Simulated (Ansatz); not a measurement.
Coupled-cluster diagnostics for the cluster Ca₄, Ansatz.

Geometry of the singlet (r2SCAN/def2-TZVP):

```
atom   x (Å)   y (Å)   z (Å)
 Ca1   0.158   2.164  -0.716
 Ca2   0.742  -1.402  -1.644
 Ca3  -2.179  -0.484   0.488
 Ca4   1.279  -0.278   1.873
```

Correlated methods freeze 20 core orbitals; core or outer-core shells of Ca are correlated, in sets that lack core-valence functions. In CCSD on the charge 1 doublet the largest single amplitude is 0.26, so its Hartree–Fock determinant may place the open shell otherwise than the density functionals do. At PBE0/def2-TZVP a singlet of charge 0 lies 0.68 eV below the triplet, each at its own geometry. At PBE0/def2-TZVP a singlet of charge 0 lies 1.69 eV below the quintet, each at its own geometry. The structure comes from a short search, and lower isomers may exist.

Geometry of the charge 0 triplet (r2SCAN/def2-TZVP):

```tsv
atom	x (Å)	y (Å)	z (Å)
Ca1	1.637	-0.763	1.351
Ca2	-1.234	-1.814	-0.522
Ca3	0.587	0.910	-1.979
Ca4	-0.990	1.668	1.151
```

Geometry of the charge 0 quintet (r2SCAN/def2-TZVP):

```xyz
4

Ca    2.080   -0.781    0.035
Ca   -1.451   -1.675   -0.168
Ca   -0.240    1.346   -1.752
Ca   -0.389    1.109    1.885
```

Task: Estimate the CCSD(T) correlation energy, the shares of MP2 and (T), T1 and the reference's ⟨S²⟩ for: charge 0, singlet, own geometry in def2-TZVPP; charge 0, triplet, own geometry in def2-TZVPP; charge 0, quintet, own geometry in def2-TZVPP; charge 1, doublet, vertical in def2-TZVPP; and the rough time on 4 threads of Arm Neoverse V2 on a shared host.

Result: 
| state | basis | correlation (eV) | MP2 share (%) | (T) share (%) | T1 | ⟨S²⟩ (pure) | wall time | remarks |
| --- | --- | --- | --- | --- | --- | --- | --- | --- |
| charge 0, singlet, own geometry | def2-TZVPP | -25.861 | 90.5 | 3.5 | 0.015 | 0.00 (0.00) | 13 s | restricted SCF unstable |
| charge 0, triplet, own geometry | def2-TZVPP | -25.025 | 87.2 | 3.2 | 0.060 | 2.91 (2.00) | 2.2 min | large T1 (0.060), spin-contaminated (⟨S²⟩ 2.91) |
| charge 0, quintet, own geometry | def2-TZVPP | -24.225 | 86.9 | 3.0 | 0.057 | 6.71 (6.00) | 25 s | large T1 (0.057), spin-contaminated (⟨S²⟩ 6.71) |
| charge 1, doublet, vertical | def2-TZVPP | -24.574 | 86.3 | 3.2 | 0.072 | 1.92 (0.75) | 2.1 min | large T1 (0.072), spin-contaminated (⟨S²⟩ 1.92) |
Customary marks for T1 are 0.02 (closed shells), 0.045 (open shells) and about 0.05 (3d metals). T1 exceeds 0.02 in 3 of 4 rows and 0.045 in 3; the higher it lies, the less the single-reference result can be trusted.
